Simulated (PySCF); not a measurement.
Match the calculated data to a structure.

All candidates are C3H10OSi4.

| technique | computed result |
| --- | --- |
| 1H NMR | chemical shifts (computed TMS as zero) by class: 9.47 (1 H), 4.53 (1 H), 3.67 (3 H), 3.65 (3 H), 3.60 (1 H), 3.42 (1 H) ppm [GIAO PBE0/pcSseg-1] |
| 13C NMR | chemical shifts (computed TMS as zero) by class: 181.2 (1 C), 115.0 (1 C), 107.1 (1 C) ppm [GIAO PBE0/pcSseg-1] |
| Dipole | 2.99 D [PBE0/pcSseg-1] |
| NMR, other nuclei | isotropic shieldings of nuclei other than C and H, by class: -422 (1 O), 456 (1 Si), 456 (1 Si), 464 (1 Si), 474 (1 Si) ppm [GIAO PBE0/pcSseg-1] |
| Rotational structure | rotational constants A, B, C: 0.816, 0.659, 0.409 GHz [GFN2-xTB] |

Gas-phase values; electronic properties from PySCF, density fitting. Levels stand in brackets. The structure is a single GFN2-xTB conformer in the gas phase; no vibrational or solvent corrections. NMR classes are plain means over equivalent atoms (diastereotopic ones count apart unless rotation or inversion swaps them), as if these changed places fast.

Problem. Which candidate is it?
A. `C=C[Si]1(C=O)[SiH2][SiH2][SiH2]1`
B. `O=CC#C[Si@H]([SiH3])[SiH2][SiH3]`
C. `C#C[Si@@]1(C)[SiH2][SiH2][Si@H]1O`
D. `CC#C[Si@H]1[SiH2][Si@H](O)[SiH2]1`
E. `C=C[Si@H]1[SiH2][Si@@H](C=O)[SiH2]1`

Solution. B. It is `O=CC#C[Si@H]([SiH3])[SiH2][SiH3]`. Numbering: `[O:1]=[CH:2][C:3]#[C:4][Si@H:5]([SiH3:6])[SiH2:7][SiH3:8]`. Its formula, C3H10OSi4, gives 3 degrees of unsaturation: 0 rings and 3 π bonds in the structure found. 3 carbons fall into 3 classes; from least to most shielded: aldehyde carbon [C2] (181.2 ppm), alkyne carbon [C3] (115.0 ppm), alkyne carbon [C4] (107.1 ppm). Hydrogen classes from least to most shielded: 1 H on an aldehyde carbon, C2 (9.47 ppm), 1 H on an SiH silicon, Si5 (4.53 ppm), 3 H on an SiH3 silicon, Si6 (3.67 ppm), 3 H on an SiH3 silicon, Si8 (3.65 ppm), 1 H on an SiH2 silicon, Si7 (3.60 ppm), 1 H on an SiH2 silicon, Si7 (3.42 ppm). The other shieldings belong to: -422 ppm, aldehyde oxygen [O1]; 456 ppm, SiH3 silicon [Si6]; 456 ppm, SiH silicon [Si5]; 464 ppm, SiH3 silicon [Si8]; 474 ppm, SiH2 silicon [Si7]. The optimised geometry has point group C1 and is an asymmetric top.

The others, at the same levels:
- `C=C[Si]1(C=O)[SiH2][SiH2][SiH2]1` fails: its computed 13C shifts are 258.3 (1 C), 149.6 (1 C), 139.8 (1 C) ppm, 1H shifts are 12.95 (1 H), 7.07 (1 H), 6.90 (1 H), 6.34 (1 H), 4.27 (2 H), 4.25 (1 H), 4.24 (1 H), 4.21 (2 H) ppm and rotational constant A is 1.111 GHz (against 0.816 GHz).
- `C#C[Si@@]1(C)[SiH2][SiH2][Si@H]1O` fails: its computed 13C shifts are 110.7 (1 C), 87.9 (1 C), -1.1 (1 C) ppm, 1H shifts are 6.32 (1 H), 4.09 (1 H), 4.04 (1 H), 3.92 (1 H), 3.75 (1 H), 2.42 (1 H), 0.44 (3 H), 0.35 (1 H) ppm and rotational constant A is 1.139 GHz (against 0.816 GHz).
- `C=C[Si@H]1[SiH2][Si@@H](C=O)[SiH2]1` fails: its computed 13C shifts are 261.0 (1 C), 141.7 (1 C), 139.5 (1 C) ppm, 1H shifts are 13.17 (1 H), 7.45 (1 H), 6.47 (1 H), 6.27 (1 H), 5.13 (1 H), 4.92 (1 H), 4.24 (2 H), 4.10 (2 H) ppm and rotational constant A is 1.308 GHz (against 0.816 GHz).
- `CC#C[Si@H]1[SiH2][Si@H](O)[SiH2]1` fails: its computed 13C shifts are 119.8 (1 C), 79.8 (1 C), 6.7 (1 C) ppm, 1H shifts are 6.74 (1 H), 5.14 (1 H), 4.34 (2 H), 4.14 (2 H), 2.07 (3 H), 0.15 (1 H) ppm and rotational constant A is 1.968 GHz (against 0.816 GHz).

Each candidate is one conformer, not necessarily the lowest. Dipoles, sizes and rotational constants follow the conformer. The torsions of the flexible species, by atom-mapped SMILES:
- `[O:1]=[CH:2][C:3]#[C:4][Si@H:5]([SiH3:6])[SiH2:7][SiH3:8]`: C4–Si5–Si7–Si8 12°
- `[CH2:1]=[CH:2][Si:3]1([CH:4]=[O:5])[SiH2:6][SiH2:7][SiH2:8]1`: C1–C2–Si3–C4 177°, C2–Si3–C4–O5 180°
- `[CH:1]#[C:2][Si@@:3]1([CH3:4])[SiH2:5][SiH2:6][Si@H:7]1[OH:8]`: H–O8–Si7–Si6 58°
- `[CH2:1]=[CH:2][Si@H:3]1[SiH2:4][Si@@H:5]([CH:6]=[O:7])[SiH2:8]1`: C1–C2–Si3–Si4 130°, Si4–Si5–C6–O7 47°
- `[CH3:1][C:2]#[C:3][Si@H:4]1[SiH2:5][Si@H:6]([OH:7])[SiH2:8]1`: H–O7–Si6–Si5 77°
